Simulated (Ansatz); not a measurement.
Start from `C=CC[SiH3]` and change one atom or group to get `C=C[CH2][GeH3]`.

Ansatz, PBE0-D4/def2-TZVP geometries, multiplicity 1. Each molecule was computed in one conformer, which needn't be the lowest.

Scalar relativity is left out up to krypton.

```csv
property,`C=CC[SiH3]`
size of the dipole moment (PBE/def2-TZVPP) / D,0.59
HOMO–LUMO gap (PBE/def2-TZVPP) / eV,5.23
zero-point energy (PBE0-D4/def2-TZVP) / kJ/mol,249.3
HOMO–LUMO gap (PBE0/def2-TZVPP) / eV,7.32
HOMO energy (PBE/def2-TZVPP) / eV,-6.12
LUMO energy (PBE0/def2-TZVPP) / eV,0.11
```

(1) What does the change do to each property? (Estimate.)

Results:

(1) Computed: 
```json
{"property": "size of the dipole moment (PBE/def2-TZVPP) / D", "`C=C[CH2][GeH3]`": "0.51", "shift": "-0.08"}
{"property": "HOMO–LUMO gap (PBE/def2-TZVPP) / eV", "`C=C[CH2][GeH3]`": "5.16", "shift": "-0.07"}
{"property": "zero-point energy (PBE0-D4/def2-TZVP) / kJ/mol", "`C=C[CH2][GeH3]`": "245.4", "shift": "-3.9"}
{"property": "HOMO–LUMO gap (PBE0/def2-TZVPP) / eV", "`C=C[CH2][GeH3]`": "7.22", "shift": "-0.10"}
{"property": "HOMO energy (PBE/def2-TZVPP) / eV", "`C=C[CH2][GeH3]`": "-6.04", "shift": "0.08"}
{"property": "LUMO energy (PBE0/def2-TZVPP) / eV", "`C=C[CH2][GeH3]`": "0.11", "shift": "0.00"}
```

Dipoles are sizes alone; their direction can turn.
